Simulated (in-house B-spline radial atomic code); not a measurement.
The numbers below are computed, except where a source is named.
**Se in an electron gas of r_s = 3.6: phase shifts, screening and friction**

A nucleus sits in a uniform electron gas with a rigid positive background. The Kohn-Sham equations are solved self-consistently in the spin-unpolarised LDA (PW92), non-relativistic, on B-splines with outgoing waves at the boundary and partial waves to l = 8. The model has no lattice, no bands and no magnetic solution. Atomic units; δ_l are the phase shifts at the Fermi level, counted so that each bound state adds π, and good to about 0.0005.

The density parameter is r_s = 3.6 bohr.

| l | δ_l (rad) |
| --- | --- |
| 0 | 11.3529 |
| 1 | 8.6112 |
| 2 | 3.2296 |
| 3 | 0.0111 |
| 4 | 0.0000 |
| 5 | 0.0001 |
| 6 | 0.0001 |
| 7 | 0.0002 |
| 8 | 0.0002 |

Bound levels below the band bottom (hartree): s -7.22, p -5.226, d -1.685, s -0.3367, p -0.003747 and deeper ones.

Problem. Check the Friedel sum rule, and say where the screening charge sits.

Solution. k_F = (9π/4)^(1/3)/r_s = 0.53310. The rule is Z = (2/π) Σ (2l + 1) δ_l. The terms are s 7.227, p 16.446, d 10.280, f 0.049 and 0.006 beyond, in all 34.009 against Z = 34. Bound states hold 8 s, 18 p, 10 d electrons, so the scattering states carry -1.99 in all; where a term is smaller than its bound count, the bound level has drawn weight out of the band.

Problem. Find the transport cross section and the electronic stopping of a 10 keV Se ion (mass 78.97 u).

Solution. σ_tr = (4π/k_F²) Σ (l + 1) sin²(δ_l − δ_(l+1)). The terms for l = 0 to 3 are 0.1516, 1.2303, 0.0177, 0.0005, all together 1.4001, so σ_tr = 44.217 × 1.4001 = 61.907 bohr². With n = 3/(4π r_s³) = 0.005117, the friction coefficient is Q = n k_F σ_tr = 0.1689. For v well below v_F = 0.533, dE/dx = Q v; with 24801 eV per u at v = 1, v = √(10000/(24801 × 78.97)) = 0.0715, so dE/dx = 0.01207 hartree/bohr = 6.2 eV/nm. The largest term couples the p and d waves.
